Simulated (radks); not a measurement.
The numbers below are computed, except where a source is named.
Task: Ionisation of Rh3+, [Kr] 4d6, to Rh4+, [Kr] 4d5, under several functionals. Scalar-relativistic Kohn-Sham, spin-polarised, spherical densities, finite nucleus; open shells are filled with parallel spins first (spin-orbit coupling, left out, can overturn this in heavy ions); a radial shooting solver on a logarithmic mesh with Libxc functionals. Known Delta-SCF values: SCAN 43.730 eV; HCTH/407 45.161 eV; LDA (Slater exchange, VWN5 correlation) 45.065 eV. What does PW91 give, and what is its highest occupied eigenvalue?

Result: 44.716 eV by Delta-SCF; the 4d eigenvalue is -37.669 eV. NIST: 42 eV (theoretical).
